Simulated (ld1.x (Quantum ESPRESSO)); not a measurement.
Al: excitation energies, all-electron against TM

Al (Z = 13), norm-conserving Troullier–Martins (Kleinman–Bylander form), made with ld1.x (Quantum ESPRESSO) 7.5 (PBE, fully relativistic). Core [Ne], reference 3s2 3p1. Waves: 3s (bound): rc 1.65 bohr; 3p (bound): rc 2.80 bohr; 3d channel at -0.2 Ry: rc 2.45 bohr. Local part: all-electron potential smoothed inside 1.80 bohr (lloc = -1). Core correction: Bessel-smoothed model core inside 1.00 bohr.

Open shells are filled in proportion to 2j + 1 (rel_dist='average').

Energies are relative to the spin-unpolarised reference configuration 3s2 3p1; without spin polarisation the order of configurations can differ from experiment.

```csv
valence configuration,charge,ΔE all-electron (eV),error AE − PS (meV)
3s2 3p0,+1,5.761,+1.7
3s1 3p0,+2,24.987,+15
3s2 3p0.5,+0.5,2.086,+0.3
3s1 3p2,0,5.139,-0.9
3s1 3p1,+1,11.571,+4.6
3s0 3p3,0,10.451,-4.6
```

(1) What are ΔE and the potential's error for 3s2 3p1.3?

Levels in the configuration 3s1 3p0:

```tsv
level	all-electron (eV)	pseudo (eV)
3s j=1/2	-23.747	-23.734
```

## Answers

(1) ΔE = -0.575 eV all-electron; the error (AE − PS) is +0.1 meV.
